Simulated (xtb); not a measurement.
xtb input (GFN-FF):

```bash
xtb mol.xyz --gfnff --opt tight --chrg 0 --uhf 0
```
mol.xyz:
```
19

Si    -0.00507796    -0.01455861     0.31611006
O      0.74577885     1.38190277    -0.08669557
C      0.09025240     2.62417067    -0.26420517
O     -1.21005323    -0.17803327    -0.78213970
C     -2.08427621    -1.29259983    -0.85504830
O      1.13819143    -1.17459705     0.26366920
C      2.16763570    -1.24941023    -0.71139391
N     -0.68757557    -0.11876933     1.87073026
H     -0.66033129     2.56348395    -1.05644133
H      0.83828783     3.36760685    -0.54035360
H     -0.39748828     2.94946930     0.66077598
H     -2.90337459    -1.03896002    -1.52842484
H     -1.56378293    -2.16994321    -1.24842875
H     -2.49459623    -1.54478875     0.12652080
H      2.83804153    -2.06134665    -0.42965071
H      2.73235409    -0.31614300    -0.75970091
H      1.75516531    -1.46186134    -1.70181495
H     -0.12226975    -0.28545576     2.68611583
H     -1.57089283     0.30600108     2.09596255
```

End of the output:

```
         :::::::::::::::::::::::::::::::::::::::::::::::::::::
         ::                     SUMMARY                     ::
         :::::::::::::::::::::::::::::::::::::::::::::::::::::
         :: total energy              -2.633684997424 Eh    ::
         :: gradient norm              0.000367291210 Eh/a0 ::
         ::.................................................::
         :: bond energy               -2.571701563322 Eh    ::
         :: angle energy               0.009171607518 Eh    ::
         :: torsion energy            -0.002961914324 Eh    ::
         :: repulsion energy           0.139869717043 Eh    ::
         :: electrostat energy        -0.196527949929 Eh    ::
         :: dispersion energy         -0.010215539074 Eh    ::
         :: HB energy                  0.000000000000 Eh    ::
         :: XB energy                  0.000000000000 Eh    ::
         :: bonded atm energy         -0.001319355336 Eh    ::
         :: external energy            0.000000000000 Eh    ::
Note: The following floating-point exceptions are signalling: IEEE_UNDERFLOW_FLAG IEEE_DENORMAL
normal termination of xtb
         :: add. restraining           0.000000000000 Eh    ::
         :: total charge               0.000000000000 e     ::
         :::::::::::::::::::::::::::::::::::::::::::::::::::::

           -------------------------------------------------
          |                Property Printout                |
           -------------------------------------------------

molecular dipole:
                 x           y           z       tot (Debye)
 q only:       -0.321       0.217      -0.256       1.180
           -------------------------------------------------
          |                Geometry Summary                 |
           -------------------------------------------------

      molecular mass/u    :      137.2099726
   center of mass at/Å    :        0.0194552      -0.0151880       0.0670455
  moments of inertia/u·Å² :        0.2716497E+03   0.3205025E+03   0.3904311E+03
rotational constants/cm⁻¹ :        0.6205650E-01   0.5259750E-01   0.4317697E-01

 * 18 selected distances

     #   Z          #   Z                                           value/Å
     1  14 Si       2   8 O                                       1.6556053
     2   8 O        3   6 C                                       1.3854558
     1  14 Si       4   8 O                                       1.6538188
     4   8 O        5   6 C                                       1.3856656
     1  14 Si       6   8 O                                       1.6530386
     6   8 O        7   6 C                                       1.3836407
     1  14 Si       8   7 N                                       1.7574225 (max)
     3   6 C        9   1 H                                       1.0941848
     3   6 C       10   1 H                                       1.0933752
     3   6 C       11   1 H                                       1.0934321
     5   6 C       12   1 H                                       1.0936461
     5   6 C       13   1 H                                       1.0942285
     5   6 C       14   1 H                                       1.0941738
     7   6 C       15   1 H                                       1.0938129
     7   6 C       16   1 H                                       1.0945688
     7   6 C       17   1 H                                       1.0943229
     8   7 N       18   1 H                                       1.0011870 (min)
     8   7 N       19   1 H                                       1.0023313

 * 5 distinct bonds (by element types)

   Z      Z             #   av. dist./Å        max./Å        min./Å
   1 H    6 C           9     1.0939717     1.0945688     1.0933752
   1 H    7 N           2     1.0017592     1.0023313     1.0011870
   6 C    8 O           3     1.3849207     1.3856656     1.3836407
   7 N   14 Si          1     1.7574225     1.7574225     1.7574225
   8 O   14 Si          3     1.6541542     1.6556053     1.6530386

optimized geometry written to: xtbopt.xyz

           -------------------------------------------------
          | TOTAL ENERGY               -2.633684997424 Eh   |
          | GRADIENT NORM               0.000367291210 Eh/α |
           -------------------------------------------------
########################################################################
[WARNING] Runtime exception occurred
-1- gfnff_setup: Could not read topology file.
########################################################################

------------------------------------------------------------------------
------------------------------------------------------------------------
 total:
 SCF:
 ANC optimizer:
```
